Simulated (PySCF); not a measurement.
C₃H₆N₂O₂Si.
Cartesian coordinates in Å at the GFN2-xTB level; atoms count from 1:
```
atom  x, y, z in Å
C1     2.5625   -0.0027    0.4010
C2     1.1109   -0.2420    0.7109
O3     0.6980   -0.7269    1.7295
O4     0.3201    0.1296   -0.2884
Si5   -1.3308    0.0953   -0.4144
N6    -1.9820   -1.1749    0.5205
C7    -1.8860    1.8121    0.1111
N8    -2.2488    2.8495    0.4332
H9     2.6852    0.9705   -0.0671
H10    3.1508   -0.0691    1.3112
H11    2.8983   -0.7641   -0.3010
H12   -1.5277   -0.0807   -1.8434
H13   -2.9719   -1.3241    0.6107
H14   -1.4794   -1.4729    1.3441
```

Computed at PBE0/pcSseg-1 (PySCF, non-relativistic), with Q(17O) = −0.0256 b, Q(14N) = 0.02044 b: O3, 17O (I = 5/2): χzz = 9.962 MHz, η = 0.213; O4, 17O (I = 5/2): χzz = -8.614 MHz, η = 0.139; N6, 14N (I = 1): χzz = -4.457 MHz, η = 0.194; N8, 14N (I = 1): χzz = -5.639 MHz, η = 0.043.

Q: Find the zero-field quadrupole resonance frequencies of 17O at O3.

A: From the eigenvalues of H = χ/[4I(2I − 1)] × [3Iz² − I(I + 1) + η(Ix² − Iy²)], steps between neighbouring levels, labelled as for η = 0: ±1/2↔±3/2 1.566 MHz, ±3/2↔±5/2 2.962 MHz (carbonyl oxygen).

Q: Where would the pure quadrupole (NQR) lines of 17O at O4 fall for the rigid, isolated species?

A: From the eigenvalues of H = χ/[4I(2I − 1)] × [3Iz² − I(I + 1) + η(Ix² − Iy²)], steps between neighbouring levels, labelled as for η = 0: ±1/2↔±3/2 1.319 MHz, ±3/2↔±5/2 2.574 MHz (oxygen singly bound to a carbonyl carbon).

Q: Find the zero-field quadrupole resonance frequencies of 14N at N6.

A: From ν± = (3/4)|χ|(1 ± η/3) and ν0 = |χ|η/2: ν+ 3.559 MHz, ν− 3.127 MHz, ν0 0.432 MHz (silicon-bound nitrogen).

Q: Where would the pure quadrupole (NQR) lines of 14N at N8 fall for the rigid, isolated species?

A: From ν± = (3/4)|χ|(1 ± η/3) and ν0 = |χ|η/2: ν+ 4.291 MHz, ν− 4.168 MHz, ν0 0.123 MHz (cyano nitrogen).

In a crystal, neighbours and librations shift these lines. GFN2-xTB bond lengths can be off by several hundredths of an ångström, more for odd bonds, and the gradients follow them. The small basis limits the accuracy of the gradients.

One conformer stands for the species.
